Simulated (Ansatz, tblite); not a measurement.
Isomers of Cu4Ag⁻ (singlet), found by a short tight-binding search and relaxed with PBE-D4/def2-SVPD in Ansatz.

In the def2 sets Ag takes a core potential; there is no spin–orbit coupling. The xTB rows come from tblite.

Run but left out: HF/def2-SVPD, HF/def2-TZVPD, MP2/def2-SVPD, MP2/def2-TZVPD, CCSD/def2-SVPD, CCSD(T)/def2-SVPD (A: restricted singlet, unstable towards broken spin symmetry).

A: The restricted singlet is unstable towards broken spin symmetry in Hartree–Fock (as tested in another run); at LDA (SPW92)/def2-TZVPD, PBE-D4/def2-TZVPD, r2SCAN-D4/def2-TZVPD, PBE0-D4/def2-TZVPD and others this wasn't settled. B: The restricted singlet is unstable towards broken spin symmetry in Hartree–Fock (as tested in another run); at LDA (SPW92)/def2-TZVPD, PBE-D4/def2-TZVPD, r2SCAN-D4/def2-TZVPD, PBE0-D4/def2-TZVPD and others this wasn't settled. At PBE-D4/def2-TZVPD, r2SCAN-D4/def2-TZVPD the highest occupied level of the charge -1 singlet lies above zero (up to 0.07 eV). The electron is either unbound and held by the finite basis, or the level is raised by self-interaction error. C: The restricted singlet is unstable towards broken spin symmetry in Hartree–Fock (as tested in another run); at LDA (SPW92)/def2-TZVPD, PBE-D4/def2-TZVPD, r2SCAN-D4/def2-TZVPD, PBE0-D4/def2-TZVPD and others this wasn't settled.

Other spin states weren't relaxed.

A:

```
atom    x (Å)    y (Å)    z (Å)
 Ag1   1.7808  -0.4247  -1.8934
 Cu2   1.5842   0.1120   0.6614
 Cu3  -0.5184   0.3367   1.6478
 Cu4  -0.3810  -0.1216  -0.6927
 Cu5  -2.4657   0.0975   0.2769
```

B:

Cartesian coordinates in Å:
```
Ag 1.1289 -0.2512 0.9512
Cu 0.5567 0.9879 -1.1715
Cu -1.2958 -0.8236 0.5487
Cu 0.3163 -1.4245 -1.1595
Cu -0.7061 1.5114 0.8311
```

C:

```xyz
5

Ag   -1.928   -0.149    0.138
Cu    0.367   -0.548    1.059
Cu    0.068   -1.443   -1.086
Cu    1.549    0.432   -0.698
Cu   -0.056    1.708    0.588
```

Question: Estimate their order by electronic energy at PBE0-D4/def2-TZVPD, counted from the lowest.

Answer: A (0.0) < C (7.5) < B (17.2), in kcal/mol.

Question: Do the other levels pick the same lowest one?

Answer: Not GFN1-xTB, GFN2-xTB. Energies above each level's lowest (kcal/mol):

```csv
level,A,B,C
GFN1-xTB,1.2,0.0,6.9
GFN2-xTB,12.7,0.0,41.6
LDA (SPW92)/def2-TZVPD,0.0,15.2,6.1
PBE-D4/def2-TZVPD,0.0,16.5,7.8
r2SCAN-D4/def2-TZVPD,0.0,16.1,7.0
PBE0-D4/def2-TZVPD,0.0,17.2,7.5
r2SCAN0-D4/def2-TZVPD,0.0,17.1,6.9
ωB97X-V/def2-TZVPD,0.0,16.9,7.7
```
Point groups (tolerance 0.1 Å): A Cs, B C2v, C Cs. Lower isomers may exist.
